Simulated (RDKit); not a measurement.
Internal rotation in SMILES CS[SiH2]CC(C)(C)C (C6H16SSi). Scanned: dihedral C1–S2–Si3–C4 and dihedral S2–Si3–C4–C5; all other coordinates were relaxed at GFN2-xTB. Points at φ and −φ are mirror images.

Atom numbering (GFN2-xTB optimised geometry, Å):
```
24

C      4.4374     0.0420     0.0462
S      3.0555    -1.0433    -0.4108
Si     1.4183     0.2147     0.1877
C     -0.1315    -0.8096    -0.1635
C     -1.4817    -0.1075     0.0181
C     -2.5967    -1.1382    -0.1956
C     -1.6013     0.4691     1.4281
C     -1.6426     1.0143    -1.0073
H      4.4128     0.2325     1.1145
H      5.3512    -0.4793    -0.2178
H      4.3673     0.9737    -0.5060
H      1.5469     1.4533    -0.5842
H      1.6287     0.5218     1.6050
H     -0.1061    -1.6877     0.4877
H     -0.0715    -1.1947    -1.1848
H     -2.5280    -1.5767    -1.1888
H     -2.5249    -1.9389     0.5375
H     -3.5746    -0.6719    -0.0957
H     -0.8894     1.2773     1.5753
H     -2.6022     0.8625     1.5932
H     -1.4089    -0.2990     2.1736
H     -2.6318     1.4606    -0.9277
H     -0.9042     1.7949    -0.8456
H     -1.5224     0.6299    -2.0176
```

Calculation: MMFF94 // GFN2-xTB (RDKit 2026.03.6).

Energy in kcal/mol above the lowest grid point; x is the dihedral C1–S2–Si3–C4 (°), y the dihedral S2–Si3–C4–C5 (°).

```
y \ x  -150  -120  -90   -60   -30     0    30    60   90  120  150  180
-----  ----  ----  ---  ----  ----  ----  ----  ----  ---  ---  ---  ---
180     0.0   0.2  0.1   0.4   0.9   1.4   0.9   0.4  0.1  0.2  0.0  0.0
150     1.4   1.5  1.4   1.6   2.8   3.4   2.7   1.9  1.8  1.8  1.6  1.5
120     1.6   1.7  1.5   1.4   2.7   3.8   3.6   2.5  2.3  2.2  1.9  1.7
90      0.8   1.2  2.5   4.3   5.1   4.3   2.4   1.7  1.7  1.9  1.3  0.9
60      2.3   2.3  3.5   8.3  11.7  11.1   5.7   2.5  2.7  3.1  3.3  2.9
30      5.3   5.1  6.7   9.6  15.9  16.5  12.9   7.4  5.4  6.0  5.6  5.7
0       6.8   6.7  6.9  10.9  15.8  19.6  15.8  10.9  6.9  6.7  6.8  6.3
-30     5.6   6.0  5.4   7.4  12.9  16.5  15.9   9.6  6.7  5.1  5.3  5.7
-60     3.3   3.1  2.7   2.5   5.7  11.1  11.7   8.3  3.5  2.3  2.3  2.9
-90     1.3   1.9  1.7   1.7   2.4   4.3   5.1   4.3  2.5  1.2  0.8  0.9
-120    1.9   2.2  2.3   2.5   3.6   3.8   2.7   1.4  1.5  1.7  1.6  1.7
-150    1.6   1.8  1.8   1.9   2.7   3.4   2.8   1.6  1.4  1.5  1.4  1.5
```

The six lowest points that lie below all their neighbours on the grid: x = 180, y = 180 (0.0 kcal/mol); x = -90, y = 180 (0.1 kcal/mol); x = 90, y = 180 (0.1 kcal/mol); x = -150, y = 90 (0.8 kcal/mol); x = 150, y = -90 (0.8 kcal/mol); x = -60, y = 120 (1.4 kcal/mol). The lowest path on the grid from the first to the second passes x = -120, y = 180 at 0.2 kcal/mol.

MMFF94 has few fitted parameters for silicon.
